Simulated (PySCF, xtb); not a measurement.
hexafluorodisiloxane (F6OSi2), SMILES F[Si](F)(F)O[Si](F)(F)F. Other conformers were not sampled.

Harmonic wavenumbers (cm⁻¹) from GFN2-xTB in xtb at its own minimum, in rising order: 4, 23, 42, 154, 161, 178, 193, 218, 247, 248, 292, 317, 328, 605, 824, 919, 987, 996, 1002, 1010, 1233.

Q: What does B3LYP-D3(BJ)/def2-SVP (PySCF) give at its own minimum? (Estimate from the structure and the level; the computed values follow.)

A: 4, 11, 23, 206, 206, 232, 271, 288, 338, 339, 383, 414, 423, 609, 823, 933, 1014, 1014, 1025, 1026, 1210. Paired by order, the mean absolute difference is 44 cm⁻¹ and the zero-point energies are 14.3 and 15.4 kcal/mol.
